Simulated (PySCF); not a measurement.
C3H7FSi, singlet, geometry from GFN2-xTB. Base run: PBE/6-31G, polarisability (PySCF).

Here is a job for PySCF.
```python
from pyscf import gto, scf, dft
from pyscf.prop import polarizability

mol = gto.Mole()
mol.atom = '''
    Si    0.346663    0.333654   -0.426387
    C     1.721453   -0.949895   -0.650673
    F     0.643178    1.117031    0.959963
    C    -1.341943   -0.475944   -0.258090
    C    -2.120028   -0.368145    0.808899
    H     0.372096    1.389483   -1.433819
    H     1.610162   -1.493813   -1.583507
    H     2.698138   -0.474290   -0.661629
    H     1.719792   -1.677237    0.157417
    H    -1.695656   -1.067473   -1.094070
    H    -1.817783    0.209350    1.667282
    H    -3.085523   -0.846556    0.877261
'''
mol.basis = '6-31g'
mol.charge = 0
mol.spin = 0
mol.verbose = 3
mol.build()

mf = dft.RKS(mol)
mf.xc = 'pbe'
mf.kernel()
alpha = mf.Polarizability().polarizability()[2, 2]
print('alpha_zz =', alpha)
```

The base run was repeated with changes; each row names its change, and settings that it needs were set with it.

| change | alpha_zz (bohr³) | basis functions | core-seconds (rough) |
|---|---|---|---|
| base | 50.27 | 63 | 30 |
| finite field (a.u.) = 0.05; conv_tol = 1e-11 | 50.54 | 63 | 30 |
| basis = def2-SVP | 53.16 | 109 | 40 |
| finite field (a.u.) = 0.001; conv_tol = 1e-6 | 50.60 | 63 | 20 |
| basis = cc-pVDZ | … | 109 | 50 |
| finite field (a.u.) = 0.005; conv_tol = 1e-11 | 50.28 | 63 | 20 |
| functional = lda,vwn | … | 63 | 20 |
| finite field (a.u.) = 0.001; conv_tol = 1e-11 | 50.27 | 63 | 30 |
| functional = camb3lyp | 49.30 | 63 | 70 |
| functional = hf | 49.40 | 63 | 3 |
| basis = 6-31+G* | 58.54 | 108 | 50 |
| finite field (a.u.) = 2e-4; conv_tol = 1e-11 | 50.27 | 63 | 20 |

### Question
Complete the blanks.

### Answer

- basis = cc-pVDZ, alpha_zz (bohr³): 53.58
- functional = lda,vwn, alpha_zz (bohr³): 50.66

Finite-field rows take the second difference of the energy in a field along z; a small field with loose convergence shows SCF noise divided by the square of the field, and a large one adds hyperpolarisability.
